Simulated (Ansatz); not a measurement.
Species: [Mo(Cl)2(NH2)4] (charge 0, multiplicity 1), formula H8Cl2MoN4.

**Question.** How many basis functions does frozen-core CCSD(T)/def2-TZVPP // TPSS-D3(BJ)/def2-SVP run with Ansatz (a program for electronic structure) use, how many core orbitals are frozen, and how many electrons are correlated?

**Answer.** 376 basis functions and 14 frozen orbitals, which leaves 56 correlated electrons. Core time is of the order of hours.
